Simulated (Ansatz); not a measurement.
A run for Ansatz (a first-principles code): R-CCSD(T)/aug-cc-pVQZ on HBr (SMILES Br). The run froze 14 orbitals, filled d shells among them.

Ansatz 0.2 input:
```yaml
crystal:
  periodic: [false, false, false]
  atoms:
    - {symbol: Br, position_ang: [-0.04213583, 0.92178150, 3.73986378]}
    - {symbol: H, position_ang: [-0.21401584, 0.81031548, 2.32466093]}
basis:
  gaussian:
    orbitals: aug-cc-pVQZ
magnetization: {spin_polarized: false}
correlation: {method: ccsd_t, electrons: outside_noble_gas}
scf: {lower_state_search: off}
```

Task: Give the final energy of this run.

Result: -2573.2712 hartree (reference determinant -2573.0515, T1 diagnostic 0.007).

Task: How many basis functions does it have, and what does it roughly cost on one machine?

Result: 139 functions; very roughly 8 core-seconds.
